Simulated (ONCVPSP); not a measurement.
# Before and after: ONCV potential for Zr

zirconium, optimised norm-conserving Vanderbilt (ONCV), made with ONCVPSP 4.0.1 (PBE, scalar-relativistic). Core [Ar] 3d10, reference 4s2 4p6 4d3 5s1. Waves: 4s+5s: rc 2.40 bohr, ncon 4, nbas 8, qcut 4.3 1/bohr, 2 projectors; 4p: rc 1.60 bohr, ncon 4, nbas 7, qcut 10.5 1/bohr, 2 projectors, debl 3.4 Ha; 4d: rc 2.00 bohr, ncon 4, nbas 8, qcut 4.3 1/bohr, 3 projectors, debl 3.7 Ha. Local part: polynomial inside 1.15 bohr (lpopt 5, dvloc0 3 Ha). Core correction: Teter function, fcfact 4.75, rcfact 1.6.

Change: core correction Teter function, fcfact 4.75, rcfact 1.16.

Cutoffs: the cutoffs (Ha) at which the residual kinetic energy of the hardest occupied pseudo-wave falls to 1 and 0.1 mHa per electron; they do not see the model core or the augmentation charge, which bear on the density cutoff. Errors are all-electron minus pseudo energies relative to the spin-unpolarised reference configuration.

Question: What does the change do?

Answer: The potential gets neither clearly harder nor softer (29 Ha and 56 Ha → 29 Ha and 56 Ha); of the 4 tests that both files solve, the error grows in 2 and shrinks in 2 by more than 15 % and 0.3 meV (median size 1.3 → 1.2 meV); neither file shows a bound ghost. A model core, the more so a compact one, raises the density cutoff, which this test does not measure.

| quantity | base | changed |
| --- | --- | --- |
| cutoff, loose | 29 Ha | 29 Ha |
| cutoff, tight | 56 Ha | 56 Ha |
| bound ghosts | none | none |
| GHOST(+) flags under 300 eV | s at 72.2 eV | s at 72.2 eV |
| error for 4s2 4p6 4d2 5s2, meV [ΔE -1.20 eV] | -2.1 | -0.8 |
| error for 4s2 4p6 4d2 5s1, meV [ΔE 5.94 eV] | +1.0 | +1.6 |
| error for 4s2 4p6 4d2 5s0, meV [ΔE 18.88 eV] | -1.1 | -0.1 |
| error for 4s2 4p6 4d2 5s0 5p1, meV [ΔE 9.66 eV] | +1.5 | +2.5 |
| s: phases at 2.43 bohr within 0.05 rad from the reference energy up to (Ha; the scan ends near 5) | 2.2 | 2.2 |
| p: phases at 1.62 bohr within 0.05 rad from the reference energy up to (Ha; the scan ends near 5) | to the end of the scan | to the end of the scan |
| d: phases at 2.03 bohr within 0.05 rad from the reference energy up to (Ha; the scan ends near 5) | to the end of the scan | to the end of the scan |
| rms error of d²Exc/dni dnj with the model core, mHa | 3.43 | 1.07 |
